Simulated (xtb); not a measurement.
C3F6, charge +1, doublet, at a GFN2-xTB geometry (a state made from the parent by changing its charge; the spin is typed, not shown lowest), atoms displaced at random by about 0.02 Å a coordinate. Base run: xtb with GFN2-xTB.

Here is a job for xtb.
```
$ xtb mol.xyz --gfn 2 --chrg 1 --uhf 1 --opt --json

# file mol.xyz
9

F      2.48331380    -0.21410902     0.71051190
C      1.45434219     0.15835715     0.11805566
F      1.57881881     1.04827148    -0.72392055
C      0.19200934    -0.39765426     0.45467746
F      0.09286861    -1.37651486     1.27213884
C     -1.17719606     0.11729748    -0.24461423
F     -2.21150461    -0.48948354     0.30633548
F     -1.24387238     1.40694187    -0.21479175
F     -1.04922790    -0.34469827    -1.51273762
```

Each row names what was changed in the base input (with any setting that the change needs).

```json
[
 {"change": "base", "ΔE vs base (kcal/mol)": "0.000", "optimiser steps": "7"},
 {"change": "alpb = dmso", "ΔE vs base (kcal/mol)": "-50.16", "optimiser steps": "9"},
 {"change": "opt level = tight", "ΔE vs base (kcal/mol)": "0.000", "optimiser steps": "8"},
 {"change": "opt level = lax", "ΔE vs base (kcal/mol)": "0.001", "optimiser steps": "6"},
 {"change": "opt level = crude", "ΔE vs base (kcal/mol)": "0.025", "optimiser steps": "4"},
 {"change": "alpb = methanol", "ΔE vs base (kcal/mol)": "-55.69", "optimiser steps": "14"},
 {"change": "opt level = vtight", "ΔE vs base (kcal/mol)": "0.000", "optimiser steps": "9"},
 {"change": "engine = lbfgs", "ΔE vs base (kcal/mol)": "0.000", "optimiser steps": "-"},
 {"change": "opt level = loose", "ΔE vs base (kcal/mol)": "0.005", "optimiser steps": "5"},
 {"change": "engine = inertial", "ΔE vs base (kcal/mol)": "0.003", "optimiser steps": "-"}
]
```
